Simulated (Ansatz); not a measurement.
Born–Oppenheimer molecular dynamics of ClGeH₅ (7 atoms, charge 0, multiplicity 1). It starts at the highest image of a converged band. Of that band: A vibrational analysis at the climbing image gives 2 clearly imaginary modes (1170i, 172i cm⁻¹): a point of higher order. A lower path may pass nearby, or the ends, which weren't checked, may share the extra mode.

Computed with RKS PBE0-D4/def2-mTZVP in Ansatz.

* ensemble: NVE (velocity Verlet)
* time step: 0.5 fs
* steps asked: 200
* starting velocities drawn for: 100 K
* seed: 10050

First frame:

```xyz
7
Properties=species:S:1:pos:R:3
Ge -0.218 0.000 -0.144
Cl 0.068 0.000 2.561
H 1.305 0.000 0.018
H -0.691 1.293 -0.819
H -0.691 -1.293 -0.819
H -1.762 0.000 0.788
H -1.262 0.000 1.574
```

Task: How far do the bonds stretch over the last three quarters of this one trajectory? (Pairs bonded in most of those frames.)

Result: 
```tsv
bond	mean (Å)	spread (Å)	shortest	longest
Ge1–Cl2	2.260	0.247	1.89	2.64
Ge1–H3	1.541	0.017	1.51	1.58
Ge1–H4	1.535	0.017	1.51	1.57
Ge1–H5	1.534	0.007	1.52	1.55
H6–H7	0.745	0.006	0.74	0.76
```

Mean temperature of the second half: 2792 K. The conserved energy stayed within 0.038 meV per atom of its start (net change 0.021 meV per atom), so the integration is sound. The kinetic energy rose, since the run started high on the potential surface and went downhill. It ends in pieces (ClGeH3 + H2), so much of that is their flight and rotation, not heat. A run of 0.1 ps of so small a system gives no equilibrium averages. The orbitals stay closed-shell, which can raise the energy where a bond breaks towards radicals; this wasn't checked here.

The run took 7.2 min on 1 thread of Arm Neoverse V1 (shared host), peak memory 0.14 GiB.
